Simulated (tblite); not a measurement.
C₄H₂F₂O₃.
Z-matrix (Å and degrees, GFN2-xTB geometry), rows numbered from 1:
```
O 
C   1  1.1817
O   2  1.3604  1  126.01
C   3  1.3560  2  107.67  1   179.69
C   4  1.3406  3  108.63  2     0.09
C   5  1.4943  4  132.34  3  -179.94
F   6  1.3526  5  110.63  4    58.22
F   6  1.3527  5  110.66  4   -59.01
O   2  1.3610  1  125.76  3   179.87
H   4  1.0706  3  118.76  2  -179.73
H   6  1.1002  5  111.68  4   179.63
```

All values are computed: GFN2-xTB (tblite) harmonic vibrations without scaling, gas phase. Against measured fundamentals such values can be off by several per cent, at times by over 20. One conformer, not necessarily the lowest.

Harmonic wavenumbers (cm⁻¹): 27.7, 115.2, 169.9, 255.5, 326.3, 418.0, 499.4, 549.4, 631.4, 704.5, 730.3, 752.3, 782.3, 913.9, 935.0, 1006.0, 1020.8, 1058.8, 1092.4, 1190.7, 1228.9, 1237.2, 1316.5, 1635.6, 1880.7, 2911.8, 3189.9.

A = 4440, B = 950.2, C = 907.4 MHz; mass 135.997 u (most abundant isotopes); point group Cs, symmetry number 1.

Task: Zero-point energy?

Result: Half the sum of the wavenumbers: 13290 cm⁻¹ = 158.99 kJ/mol.

Task: Entropy at 200 K, 1 bar (ideal gas, RRHO, classical rotation)?

Result: Translation 161.82, rotation 115.60, vibration 51.73: S = 329.2 J/(mol K).

Task: And Cp and H(200 K) − H(0)?

Result: Cp = 87.11 J/(mol K), of which vibrations give 53.86 (their classical limit is 27 R = 224.5); H(200 K) − H(0) = 11.94 kJ/mol without the zero-point energy, 5.29 from vibrations.

Task: Which modes carry the vibrational entropy at 200 K?

Result: 27.7 cm⁻¹: 21.74; 115.2 cm⁻¹: 10.11; 169.9 cm⁻¹: 7.14; 255.5 cm⁻¹: 4.33; 326.3 cm⁻¹: 2.90; 418.0 cm⁻¹: 1.72 J/(mol K); the other 21 give 3.78 together.

Task: Blend soft modes into free rotors: weight 1/[1 + (100 cm⁻¹/ν̃)⁴] for the oscillator and the rest for a rotor with moment μB/(μ + B), μ = h/(8π²ν), B = 10⁻⁴⁴ kg m². What vibrational entropy results?

Result: 45.68 J/(mol K) in place of 51.73, which changes −T·S at 200 K by +1.21 kJ/mol.

Hindered rotation and anharmonicity are outside this model. Other conformers, if any are populated, would add a mixing term that is left out.
